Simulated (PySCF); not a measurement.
A run for PySCF: R-HF/STO-3G on AsH6P (a complex).

```python
from pyscf import gto, scf, dft, mp
from pyscf.data.elements import chemcore

mol = gto.M(
    atom='''
    P    -0.55176334    0.17664237    0.27429872
    H     0.71621281   -0.45638740    0.25560218
    H    -1.26417286   -1.04837040    0.24526878
    H    -0.59406875    0.34277546   -1.13506981
    As   -0.45145713   -0.24146295    3.88995495
    H    -1.81518505    0.43602312    3.92783663
    H     0.28216268    1.09215255    3.94842024
    H    -0.41633780   -0.40184351    5.40819099
    ''',
    basis='sto-3g',
    charge=0, spin=0, verbose=3, max_memory=1800)
mf = scf.RHF(mol)
mf.conv_tol = 1e-8
mf.max_cycle = 100
mf.kernel()
if not mf.converged:
    mf = mf.newton().run(mf.mo_coeff, mf.mo_occ)
```

The log:

```
converged SCF energy = -2549.64130475413
```

The run converged.

Cost: roughly 0.13 core-seconds.
